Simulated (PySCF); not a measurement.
**RbNa⁺: energy against distance**

Set-up: basis Rb def2-SVPD with ECP28, Na def2-SVPD; scalar-relativistic core potentials; PySCF 2.14. Energies in eV from Rb⁺ + Na in their ground configurations at the same level. State: ²Σ⁺ (doublet), unpaired electrons σ ↑.

```
R (Å)      PBE  UHF-CCSD     PBE0
3.720  -0.4433            -0.4101
3.893  -0.4863   -0.4233  -0.4557
4.066  -0.5108   -0.4538  -0.4818
4.195  -0.5198   -0.4659  -0.4913
4.325  -0.5224   -0.4707  -0.4939
4.455  -0.5201   -0.4695  -0.4911
4.628  -0.5110   -0.4607  -0.4809
4.844  -0.4931   -0.4412  -0.4608
5.104  -0.4661   -0.4094  -0.4300
5.449  -0.4263            -0.3837
```

Problem. Put a parabola through the three lowest points of the PBE curve and estimate Re, k and ωe (reduced mass 18.09 u; 1 eV/Å² = 0.16022 mdyn/Å; ωe = 1302.8·√(k/μ) cm⁻¹).

Solution. Through R = 4.195, 4.325, 4.455 Å the second-order coefficient is 0.145 eV/Å², so Re ≈ 4.329 Å, k ≈ 0.0465 mdyn/Å and ωe ≈ 66 cm⁻¹. A polynomial fit of higher order to the unrounded PBE energies gives Re = 4.323 Å, k = 0.0478 mdyn/Å, ωe = 66.9 cm⁻¹; anharmonicity and rounding make the difference.

The higher-order fit for each curve: PBE: Re = 4.323 Å, ωe = 66.9 cm⁻¹, De = 0.52 eV; UHF-CCSD: Re = 4.361 Å, ωe = 70.6 cm⁻¹, De = 0.471 eV; PBE0: Re = 4.318 Å, ωe = 70.1 cm⁻¹, De = 0.494 eV.

Correlated steps freeze 1 core orbital. Correlated levels converge slowly with the basis: in double zeta they bind strong bonds too weakly, by up to about 1 eV, and carry superposition errors of some tenths. Spin–orbit coupling is left out. For an ion De counts to the pair picked by the measured ionisation energies or electron affinities, which need not be the lowest pair at this level. The state was picked by a PBE0 search and need not be the measured ground state.
